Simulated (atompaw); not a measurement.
Before and after: PAW (atompaw) potential for Yb

```json
{
  "Element": "ytterbium",
  "Generator": "atompaw 4.2.0.5",
  "Type": "PAW",
  "Functional": "PBEsol",
  "Relativity": "scalar-relativistic",
  "Frozen core": "[Xe]",
  "Valence charge": "16",
  "Reference configuration": "4f14 5d0 6s1.75 6p0.25",
  "Partial waves": "6s (bound): rc 3.00 bohr; 6s channel at 0.45 Ry: rc 3.00 bohr; 6p (bound): rc 3.00 bohr; 6p channel at 1.45 Ry: rc 3.00 bohr; 5d (bound, empty): rc 3.00 bohr; 5d channel at 1.45 Ry: rc 2.65 bohr; 4f (bound): rc 1.00 bohr; 4f channel at 4.65 Ry: rc 1.00 bohr",
  "Local potential": "vpsmatchnc scheme with l = 4 at 1 Ry, radius 2.10 bohr",
  "Core correction": "smooth core density matched at 2.75 bohr",
  "Augmentation charge": "sinc compensation charge, radius 2.45 bohr; PAW radius 3.00 bohr; waves and projectors: custom rrkj vanderbiltortho"
}
```

All-electron outer shells of the reference configuration (PBEsol, scalar-relativistic, ld1.x):

```csv
shell,level (eV),outermost node (bohr),outermost maximum (bohr)
5s,-55.40,0.58,1.07
5p,-27.89,0.62,1.24
6s,-4.18,1.46,3.24
4f,-3.47,–,0.49
6p,-1.28,1.81,4.60
5d,-0.96,0.70,2.09
```

Change: wave 6s channel at 0.45 Ry: rc 3.00 bohr becomes 6s channel at 0.45 Ry: rc 2.42 bohr.

Cutoffs: the cutoffs (Ry, on a coarse ladder) from which the occupation-weighted sum of valence levels, in a spherical-Bessel basis at the reference potential, stays within 10 and 1 mRy of its value at 400 Ry; they do not see the model core or the augmentation charge, which bear on the density cutoff.

Q: What does the change do?

A: Both files keep a bound ghost (p, s); the range in which the s phases agree widens (upper end 2.6 → 3.9).

| quantity | base | changed |
| --- | --- | --- |
| cutoff, loose | 230 Ry | 230 Ry |
| cutoff, tight | over 300 Ry | over 300 Ry |
| bound ghosts | s, p | p, s |
| s: phases at 3.00 bohr within 0.05 rad from the reference energy up to (Ry; the scan ends near 5) | 2.6 | 3.9 |
| p: phases at 3.00 bohr within 0.05 rad from the reference energy up to (Ry; the scan ends near 5) | 3.8 | 3.8 |
| d: phases at 3.00 bohr within 0.05 rad from the reference energy up to (Ry; the scan ends near 5) | 2.2 | 2.2 |
| f: phases at 3.00 bohr within 0.05 rad from the reference energy up to (Ry; the scan ends near 5) | to the end of the scan | to the end of the scan |
| lowest overlap eigenvalue by channel | s 0.21, p 0.68, d 0.27, f 0.39 | s 0.06, p 0.68, d 0.27, f 0.39 |

 A true bound ghost makes a file unfit for plane-wave use even where its test errors are small: the radial tests pick states by their node count and pass the ghost by. The cutoffs see the waves, projectors and local potential, not the compensation charge or the core.
